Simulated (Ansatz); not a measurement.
Reaction (substitution at a C–In bond): `C=C[CH2][InH2]` + H–F → `C=CCF` + `[InH3]`

Isolated molecules relaxed with PBE0-D4/def2-TZVP in Ansatz; ΔE leaves out vibrations. CBS: MP2 limit from def2 TZ/QZ plus the TZ coupled-cluster correction, frozen cores. This one scheme is used for every species. Functionals use def2-TZVPP. HSE06 is defined as in plane-wave codes. def2 core potentials past Kr. For In outer-core shells are correlated without core-valence functions, which leaves a few kJ/mol of doubt a bond. One conformer a species, not always the lowest.

Question: Is it downhill or uphill in electronic energy at CCSD(T)/CBS, and by how much? (An estimate is asked.)

Answer: The calculation gave: Uphill: ΔE = +21.3 kcal/mol.

Question: What do these levels give: HSE06-D4, ωB97X-V, HSE06, RPA@PBE/def2-TZVPP, CCSD(T)/def2-SVP, HF/def2-QZVPP? (An estimate is asked.)

Answer: Ansatz gave: HSE06-D4 17.0, ωB97X-V 12.8, HSE06 15.6, RPA@PBE/def2-TZVPP 16.5, CCSD(T)/def2-SVP 10.9, HF/def2-QZVPP 5.1 kcal/mol.

Question: What do rigid-rotor, harmonic-oscillator terms from PBE0-D4/def2-TZVP frequencies (298.15 K, 1 bar) make of the CCSD(T)/CBS value? (Best estimate.)

Answer: Ansatz gave: ΔZPE = -0.7 kcal/mol, ΔH = +19.9 kcal/mol, ΔS = 4 J/(mol·K), ΔG = +19.7 kcal/mol.

Largest T1 diagnostic among the species: 0.014.

In def2-TZVPP, CCSD(T) changes the Hartree–Fock value by +13.3 kcal/mol (the triples alone add +2.1 kcal/mol) and MP2 by +18.9 kcal/mol. At CCSD(T), def2-SVP lies −10.4 kcal/mol from the extrapolated value and def2-TZVPP −3.0 kcal/mol. Leaving LDA and LC-ωPBE aside and taking each functional with its dispersion term where it has one, the values, not all of them listed here, spread over 6.8 kcal/mol, from CAM-B3LYP-D4 to PBE-QIDH. LDA lies +2.3 kcal/mol from PBE without D4.
